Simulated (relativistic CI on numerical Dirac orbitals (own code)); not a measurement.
## What each ingredient does to the levels of Ta⁵²⁺

Base calculation: Dirac-Coulomb-Breit CI, orbitals from a KLI potential per configuration, QED by a radiative potential, unscaled Slater integrals.

CI space (outside the closed core [Ne]): 3s2 3p6 3d3, 3s2 3p5 3d4, 3s 3p6 3d4, 3s2 3p6 3d2 4s, 3s2 3p6 3d2 4p, 3s2 3p6 3d2 4d, 3s2 3p5 3d3 4s, 3s2 3p6 3d2 4f, 3s2 3p5 3d3 4p, 3s 3p6 3d3 4s, 3p6 3d4 4p, 3p6 3d5, 3p5 3d6, 3p5 3d5 4s, 3p6 3d4 4s, 3p5 3d4 4s2, 3s2 3p6 3d 4s2, 3s2 3p6 4s2 4p, 3s2 3p6 4s2 4d. Double excitations out of closed p, d and f shells are left out; levels of such configurations are missing from the list, as are those of other unlisted configurations, and high levels can miss mixing partners. These lack a partner that the ground configuration has and come out too high: 3s2 3p5 3d3 4p.

Variants: (1) only the first configuration; (2) only the first 3 configurations. Shifts of the energy above 3s2 3p6 3d3 4F_3/2, in cm⁻¹, for the lowest level and the first level of each name with at least 55 % of one term (blank where a level changes its place among those of its configuration and J or its character, or is not in the variant):

| Level | Base | Δ(1) | Δ(2) |
| --- | --- | --- | --- |
| 3s2 3p6 3d3 4F_3/2 | 0 | 0 | 0 |
| 3s2 3p6 3d3 4F_5/2 | 488149 | -835 | -410 |
| 3s2 3p6 3d3 4P_1/2 | 585407 | +1291 | -427 |
| 3s2 3p6 3d3 4F_7/2 | 1049186 | -1101 | -667 |
| 3s2 3p6 3d3 2P_1/2 | 1155471 | +1064 | -547 |
| 3s2 3p6 3d3 2H_11/2 | 1163117 | -2813 | -1088 |
| 3s2 3p6 3d3 2F_7/2 | 1243359 | +1341 | -795 |
| 3s2 3p6 3d3 2D_3/2 | 1410085 | +1268 | +843 |

At this charge energies of transitions that change n are usually good to better than 1 %, and those within a shell (Δn = 0) to a few per cent.

Ionisation energy from the two ground configurations alone: base 4877.75 eV. The NIST ASD value (theoretical) is 4877 eV.

LS names give the leading component of a level, which can be under half, so a name can repeat, a term be missing and a line seem to break the LS rules.
